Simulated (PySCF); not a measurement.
SMILES FC(F)(F)c1cc[c]([GeH3])s1, singlet (GFN2-xTB optimised geometry):

```
15

F     -2.293    -2.472     1.092
C     -1.504    -2.414     0.002
F     -2.336    -2.444    -1.055
F     -0.814    -3.564    -0.026
C     -0.607    -1.231     0.000
C      0.758    -1.231     0.000
C      1.283     0.074     0.000
C      0.325     1.047     0.000
Ge     0.548     2.971    -0.006
S     -1.257     0.366     0.001
H      1.350    -2.128    -0.001
H      2.336     0.293     0.000
H     -0.061     3.548    -1.237
H      2.009     3.261     0.025
H     -0.118     3.564     1.188
```

Level of theory: PySCF with B3LYP/def2-TZVP.

Question: What are the frontier orbital energies and the dipole moment?

Answer: HOMO-2 -9.57 eV, HOMO-1 -7.63 eV, HOMO -7.26 eV, LUMO -1.59 eV, LUMO+1 -0.20 eV; dipole moment 3.06 D.

Meta-Löwdin charges at B3LYP/def2-TZVP: F1 -0.28, C2 0.79, F3 -0.28, F4 -0.27, C5 -0.19, C6 -0.12, C7 -0.14, C8 -0.31, Ge9 0.39, S10 0.33, H11 0.14, H12 0.13, H13 -0.06, H14 -0.06, H15 -0.06.
